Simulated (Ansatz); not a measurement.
Coupled-cluster diagnostics for the cluster Te₂Pb (the lowest singlet isomer of a short search), Ansatz.

Geometry of the singlet (r2SCAN-D4/def2-SVP):

```xyz
3

Pb    1.0972    1.1837    0.3046
Te   -0.2031   -1.2267    1.0701
Te   -0.8941    0.0429   -1.3747
```

In the def2 sets Pb, Te take a core potential; there is no spin–orbit coupling. Correlated methods freeze 12 core orbitals; core or outer-core shells of Pb, Te are correlated, in sets that lack core-valence functions. The structure comes from a short search, and lower isomers may exist.

(1) Estimate the CCSD(T) correlation energy, the shares of MP2 and (T), T1 and the reference's ⟨S²⟩ for: charge 0, singlet, own geometry in def2-TZVPP; and the rough time on 4 threads of Arm Neoverse V1 on a shared host.

Answers

(1) 
```
                          state       basis  correlation (eV)  MP2 share (%)  (T) share (%)     T1  ⟨S²⟩ (pure)  wall time
charge 0, singlet, own geometry  def2-TZVPP           -34.245          104.2            3.0  0.015  0.00 (0.00)        9 s
```
Customary marks for T1 are 0.02 (closed shells), 0.045 (open shells) and about 0.05 (3d metals). T1 stays under 0.02 throughout.
